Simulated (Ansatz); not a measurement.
A structure relaxed at r2SCAN-D4/def2-SVP in Ansatz, charge 0, singlet:

```xyz
8

Al   -0.0532    1.4263   -0.4116
Al    1.8588   -0.8678    0.2395
Cu   -1.4541    1.5159    1.4872
Cu   -0.1211   -0.7831   -1.4127
Cu    1.8833   -1.9002   -1.8317
Cu    0.8508    0.7655    1.7072
Cu   -2.1973    0.5201   -0.6269
Cu   -0.7672   -0.6765    0.8491
```

Give its formula.

the cluster Al₂Cu₆ (the lowest singlet isomer of a short search).

Summarise the bond lengths by kind (pairs closer than 1.2 times the sum of covalent radii, bridged metal pairs left out).

9 × Al–Cu 2.31 to 2.70 Å; 8 × Cu–Cu 2.33 to 2.57 Å.

The restricted singlet is unstable towards broken spin symmetry in Hartree–Fock (as tested in another run); at r2SCAN-D4/def2-SVP this wasn't settled. The structure comes from a short search, and lower isomers may exist.
